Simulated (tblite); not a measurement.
Compound: C9H9BrOSi.
Numbering: `[CH3:1][O:2][C:3]1=[CH:4][c:5]2[cH:6][cH:7][cH:8][cH:9][c:10]2[Si@@H:11]1[Br:12]` (hydrogens: H13, H14, H15 on C1; H16 on C4; H17 on C6; H18 on C7; H19 on C8; H20 on C9; H21 on Si11)

Structure used (GFN2-xTB), in Å, numbered top down from 1:
```
atom  x, y, z in Å
C1    -3.2277    1.2640    1.3685
O2    -2.5272    0.0505    1.5277
C3    -1.3592   -0.0856    0.8623
C4    -0.7296    0.7951    0.0657
C5     0.5372    0.3506   -0.4929
C6     1.3293    1.1082   -1.3415
C7     2.5246    0.5870   -1.8139
C8     2.9351   -0.6819   -1.4446
C9     2.1451   -1.4493   -0.5976
C10    0.9523   -0.9446   -0.1230
Si11  -0.3534   -1.6822    1.0057
Br12  -1.3953   -3.4014    0.0602
H13   -4.1331    1.1707    1.9649
H14   -3.4929    1.4286    0.3198
H15   -2.6329    2.1100    1.7275
H16   -1.0922    1.7819   -0.1779
H17    1.0155    2.1006   -1.6334
H18    3.1396    1.1778   -2.4773
H19    3.8684   -1.0786   -1.8151
H20    2.4639   -2.4422   -0.3132
H21    0.0057   -2.1084    2.3475
```

Method: GFN2-xTB as coded in tblite; computed harmonic values from a numerical Hessian at the method's own geometry, unscaled. Errors from tens to a few hundred cm⁻¹ against measured bands are possible. Modes of hydrogen on silicon can be 10 to 20 % off. One conformer, not necessarily the lowest.

Harmonic wavenumbers (cm⁻¹): 52.0, 57.4, 78.1, 137.5, 156.7, 178.6, 208.6, 287.8, 306.1, 351.7, 367.9, 404.9, 452.5, 456.9, 482.0, 502.0, 555.4, 598.7, 640.8, 678.9, 703.7, 721.0, 766.8, 822.1, 866.2, 879.3, 911.6, 927.1, 1014.8, 1062.9, 1086.9, 1120.2, 1150.8, 1160.8, 1170.1, 1184.9, 1234.4, 1253.2, 1284.3, 1340.4, 1396.9, 1434.3, 1438.6, 1464.1, 1479.5, 1569.5, 1587.3, 1610.2, 2344.4, 2938.1, 2953.9, 3034.6, 3067.9, 3069.2, 3079.6, 3085.1, 3091.8.

A = 727.8, B = 492.4, C = 314.8 MHz; mass 239.961 u (most abundant isotopes); point group C1, symmetry number 1.

Zero-point energy?

Half the sum of the wavenumbers: 33130 cm⁻¹ = 396.33 kJ/mol.

What is S at 298.15 K and 1 bar for an ideal gas of classical rigid rotors and harmonic oscillators?

Translation 177.21, rotation 135.23, vibration 150.66: S = 463.1 J/(mol K).

And Cp and H(298.15 K) − H(0)?

Cp = 196.16 J/(mol K), of which vibrations give 162.90 (their classical limit is 57 R = 473.9); H(298.15 K) − H(0) = 34.03 kJ/mol without the zero-point energy, 24.12 from vibrations.

What must be added to the electronic energy to get the Gibbs energy at 298.15 K and 1 bar?

ZPE + [H(298.15 K) − H(0)] − T·S = 396.33 + 34.03 − 138.07 = 292.29 kJ/mol.

Which modes carry the vibrational entropy at 298.15 K?

52.0 cm⁻¹: 19.83; 57.4 cm⁻¹: 19.01; 78.1 cm⁻¹: 16.48; 137.5 cm⁻¹: 11.88; 156.7 cm⁻¹: 10.83; 178.6 cm⁻¹: 9.80 J/(mol K); the other 51 give 62.83 together.

Hindered rotation and anharmonicity are outside this model. Other conformers, if any are populated, would add a mixing term that is left out. The structure is chiral; the term R ln 2 for an equal mix with its mirror image is left out.
